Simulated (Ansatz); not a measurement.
Ansatz (an electronic-structure program) input (HF/6-31G*):

Ansatz 0.2 input:
```yaml
crystal:
  periodic: [false, false, false]
  atoms:
    - {symbol: C, position_ang: [0.55798013, -0.80249177, 0.02841444]}
    - {symbol: C, position_ang: [-0.70200109, -0.40341838, 0.06593373]}
    - {symbol: F, position_ang: [-1.74277738, -1.28535688, 0.18411089]}
    - {symbol: F, position_ang: [-1.29708299, 0.83279059, 0.00825950]}
    - {symbol: Cl, position_ang: [1.66016877, 0.66520926, -0.13514250]}
basis:
  gaussian:
    orbitals: 6-31G*
hamiltonian:
  xc: {name: HF}
total_charge: -1
relax: {f_tol: 0.003, max_steps: 120}
```

Output:

```
Functional definition: HF
integrals: 0.02 GiB planned
790 factors; integrals over basis functions are off by at most 1.9e-4 eV
mean field: 0.19 GiB planned
mean field evaluation 1: about -19969.7996 eV, gradient 3.6e1 eV
mean field evaluation 2: about -19969.8866 eV, gradient 3.6e1 eV
mean field evaluation 4: about -19973.2550 eV, gradient 3.4e0 eV
mean field evaluation 8: about -19973.3407 eV, gradient 5.4e-1 eV
mean field -19973.34333000 eV, -734.0068289592 hartree, gradient 3.5e-5 eV, S^2 0.000000; 0 other end points of the search recorded, 0 dependent functions left out
the calculation of the forces begins
reference -19973.34333000 eV, -734.0068289592 hartree; 24, 24 occupied and 55, 55 virtual orbitals, 790 factors
relax step   1: F+E_penalty+E_count = -19973.34333000 eV  Δ(F+E_penalty+E_count) = +0.000e0 eV  max|allowed force component| = 1.104e0 eV/Å  Δτ_max = 0.0000 Å  (39 SCF iters, accepted)
these checks for a lower state are left out or cut short: starts, cluster_reference, orbital_swaps, neighbouring_geometries, increment
integrals: 0.02 GiB planned
790 factors; integrals over basis functions are off by at most 1.8e-4 eV
mean field: 0.19 GiB planned
mean field evaluation 16: about -19973.2655 eV, gradient 6.6e-3 eV
mean field -19973.37612232 eV, -734.0080340547 hartree, gradient 4.8e-5 eV, S^2 0.000000; 0 other end points of the search recorded, 0 dependent functions left out
the calculation of the forces begins
reference -19973.37612232 eV, -734.0080340547 hartree; 24, 24 occupied and 55, 55 virtual orbitals, 790 factors
relax step   2: F+E_penalty+E_count = -19973.37612232 eV  Δ(F+E_penalty+E_count) = -3.279e-2 eV  max|allowed force component| = 5.720e-1 eV/Å  Δτ_max = 0.0198 Å  (39 SCF iters, accepted)
these checks for a lower state are left out or cut short: starts, cluster_reference, orbital_swaps, neighbouring_geometries, increment
integrals: 0.02 GiB planned
790 factors; integrals over basis functions are off by at most 1.8e-4 eV
mean field: 0.19 GiB planned
mean field -19973.38620719 eV, -734.0084046667 hartree, gradient 5.2e-5 eV, S^2 0.000000; 0 other end points of the search recorded, 0 dependent functions left out
the calculation of the forces begins
reference -19973.38620719 eV, -734.0084046667 hartree; 24, 24 occupied and 55, 55 virtual orbitals, 790 factors
relax step   3: F+E_penalty+E_count = -19973.38620719 eV  Δ(F+E_penalty+E_count) = -1.008e-2 eV  max|allowed force component| = 2.148e-1 eV/Å  Δτ_max = 0.0138 Å  (38 SCF iters, accepted)
these checks for a lower state are left out or cut short: starts, cluster_reference, orbital_swaps, neighbouring_geometries, increment
integrals: 0.02 GiB planned
790 factors; integrals over basis functions are off by at most 1.7e-4 eV
mean field: 0.19 GiB planned
mean field evaluation 32: about -19973.3859 eV, gradient 6.0e-1 eV
mean field -19973.38752340 eV, -734.0084530368 hartree, gradient 3.6e-5 eV, S^2 0.000000; 0 other end points of the search recorded, 0 dependent functions left out
the calculation of the forces begins
reference -19973.38752340 eV, -734.0084530368 hartree; 24, 24 occupied and 55, 55 virtual orbitals, 790 factors
relax step   4: F+E_penalty+E_count = -19973.38752340 eV  Δ(F+E_penalty+E_count) = -1.316e-3 eV  max|allowed force component| = 7.500e-2 eV/Å  Δτ_max = 0.0086 Å  (32 SCF iters, accepted)
these checks for a lower state are left out or cut short: starts, cluster_reference, orbital_swaps, neighbouring_geometries, increment
integrals: 0.02 GiB planned
790 factors; integrals over basis functions are off by at most 1.8e-4 eV
mean field: 0.19 GiB planned
mean field -19973.38778380 eV, -734.0084626061 hartree, gradient 2.9e-5 eV, S^2 0.000000; 0 other end points of the search recorded, 0 dependent functions left out
the calculation of the forces begins
reference -19973.38778380 eV, -734.0084626061 hartree; 24, 24 occupied and 55, 55 virtual orbitals, 790 factors
relax step   5: F+E_penalty+E_count = -19973.38778380 eV  Δ(F+E_penalty+E_count) = -2.604e-4 eV  max|allowed force component| = 4.831e-2 eV/Å  Δτ_max = 0.0075 Å  (31 SCF iters, accepted)
these checks for a lower state are left out or cut short: starts, cluster_reference, orbital_swaps, neighbouring_geometries, increment
integrals: 0.02 GiB planned
790 factors; integrals over basis functions are off by at most 1.7e-4 eV
mean field: 0.19 GiB planned
mean field -19973.38781676 eV, -734.0084638175 hartree, gradient 9.7e-6 eV, S^2 0.000000; 0 other end points of the search recorded, 0 dependent functions left out
the calculation of the forces begins
reference -19973.38781676 eV, -734.0084638175 hartree; 24, 24 occupied and 55, 55 virtual orbitals, 790 factors
relax step   6: F+E_penalty+E_count = -19973.38781676 eV  Δ(F+E_penalty+E_count) = -3.296e-5 eV  max|allowed force component| = 5.235e-2 eV/Å  Δτ_max = 0.0029 Å  (31 SCF iters, accepted)
these checks for a lower state are left out or cut short: starts, cluster_reference, orbital_swaps, neighbouring_geometries, increment
integrals: 0.02 GiB planned
790 factors; integrals over basis functions are off by at most 1.7e-4 eV
mean field: 0.19 GiB planned
mean field -19973.38787366 eV, -734.0084659084 hartree, gradient 2.1e-5 eV, S^2 0.000000; 0 other end points of the search recorded, 0 dependent functions left out
the calculation of the forces begins
reference -19973.38787366 eV, -734.0084659084 hartree; 24, 24 occupied and 55, 55 virtual orbitals, 790 factors
relax step   7: F+E_penalty+E_count = -19973.38787366 eV  Δ(F+E_penalty+E_count) = -5.690e-5 eV  max|allowed force component| = 3.051e-3 eV/Å  Δτ_max = 0.0017 Å  (28 SCF iters, accepted)
these checks for a lower state are left out or cut short: starts, cluster_reference, orbital_swaps, neighbouring_geometries, increment
integrals: 0.02 GiB planned
790 factors; integrals over basis functions are off by at most 1.7e-4 eV
mean field: 0.19 GiB planned
mean field -19973.38787374 eV, -734.0084659116 hartree, gradient 1.4e-5 eV, S^2 0.000000; 0 other end points of the search recorded, 0 dependent functions left out
the calculation of the forces begins
reference -19973.38787374 eV, -734.0084659116 hartree; 24, 24 occupied and 55, 55 virtual orbitals, 790 factors
relax step   8: F+E_penalty+E_count = -19973.38787374 eV  Δ(F+E_penalty+E_count) = -8.728e-8 eV  max|allowed force component| = 1.467e-4 eV/Å  Δτ_max = 0.0001 Å  (22 SCF iters, accepted)
integrals: 0.02 GiB planned
790 factors; integrals over basis functions are off by at most 1.7e-4 eV
mean field: 0.19 GiB planned
mean field evaluation 64: about -19973.2750 eV, gradient 4.6e-1 eV
mean field -19973.38787374 eV, -734.0084659116 hartree, gradient 1.4e-5 eV, S^2 0.000000; 1 other end points of the search recorded, 0 dependent functions left out
the calculation of the forces begins
reference -19973.38787374 eV, -734.0084659116 hartree; 24, 24 occupied and 55, 55 virtual orbitals, 790 factors
Total energy: -19973.38787374 eV, -734.0084659116 hartree
Atom 0 at     0.537382    -0.823048     0.030976 Å, force    -0.000118     0.000081     0.000000 eV/Å
Atom 1 at    -0.709342    -0.403488     0.066325 Å, force    -0.000028    -0.000027     0.000003 eV/Å
Atom 2 at    -1.733602    -1.267802     0.182365 Å, force     0.000005    -0.000147     0.000010 eV/Å
Atom 3 at    -1.269137     0.811802     0.008301 Å, force     0.000140     0.000085    -0.000014 eV/Å
Atom 4 at     1.650986     0.689269    -0.136391 Å, force     0.000001     0.000007    -0.000001 eV/Å
Dipole moment:    -0.512320     0.313342     0.004384 e Å
```

The dipole moment of an ion depends on the origin.

The geometry given is a B3LYP-D3(BJ)/def2-TZVP minimum.
